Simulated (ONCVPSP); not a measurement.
## Se (Z = 34) ONCV: all-electron and pseudo phase curves

```
Element                 : Se (Z = 34)
Generator               : ONCVPSP 4.0.1
Type                    : optimised norm-conserving Vanderbilt (ONCV)
Functional              : PBE
Relativity              : fully relativistic
Frozen core             : [Ne]
Valence charge          : 24
Reference configuration : 3s2 3p6 3d10 4s2 4p4
Partial waves           : 3s+4s: rc 1.15 bohr, ncon 4, nbas 8, qcut 12.9 1/bohr, 3 projectors, debl 2.2 Ha; 3p+4p: rc 0.90 bohr, ncon 3, nbas 8, qcut 12.8 1/bohr, 2 projectors; 3d: rc 0.90 bohr, ncon 4, nbas 9, qcut 13.7 1/bohr, local
Local potential         : the d channel
Core correction         : polynomial model core, fcfact 0.7
```

Open shells are filled in proportion to 2j + 1.

The phase is arctan(r·R′/R) of the radial function R(r), unwrapped; energies in Ha, scanned from -9 to 5 Ha. A pole is an energy at which the radial function vanishes at the test radius. The pseudo phase is shifted by a multiple of π to meet the all-electron one at the reference energy, and phase errors are pseudo minus all-electron; the curves can meet again beyond the range given. Levels narrower than the energy grid can be missing from the lists of poles.

```csv
channel,radius (bohr),reference energy (Ha),"poles, all-electron","poles, pseudo",unbroken range about the reference energy with phases within 0.05 rad,phase error 1 Ha above the reference energy (rad)
s,1.17,-0.64,-7.54,-7.54,the whole range,+0.000
p3/2,0.91,-0.23,-3.69,-3.69,the whole range,-0.000
p1/2,0.91,-0.25,-4.01,-4.02,the whole range,-0.000
d5/2,0.91,-1.94,-0.17,0.07,-3.1 to 0.8,+0.009
d3/2,0.91,-1.97,-0.23,0.07,-2.8 to 0.6,+0.018
```

The potential misses its own reference levels by up to 0.5 eV.

Phases in the p1/2 channel:

| E (Ha) | all-electron | pseudo |
| --- | --- | --- |
| -8.96 | 0.733 | 0.731 |
| -8.24 | 0.405 | 0.403 |
| -7.52 | -0.181 | -0.183 |
| -6.80 | -0.807 | -0.807 |
| -6.08 | -1.178 | -1.178 |
| -5.36 | -1.377 | -1.377 |
| -4.64 | -1.497 | -1.498 |
| -3.92 | -1.580 | -1.581 |
| -3.20 | -1.644 | -1.644 |
| -2.48 | -1.697 | -1.698 |
| -1.76 | -1.746 | -1.746 |
| -1.04 | -1.793 | -1.793 |
| -0.32 | -1.841 | -1.841 |
| 0.40 | -1.895 | -1.895 |
| 1.12 | -1.957 | -1.957 |
| 1.84 | -2.032 | -2.032 |
| 2.56 | -2.127 | -2.130 |
| 3.28 | -2.255 | -2.261 |
| 4.00 | -2.432 | -2.446 |
| 4.72 | -2.680 | -2.711 |
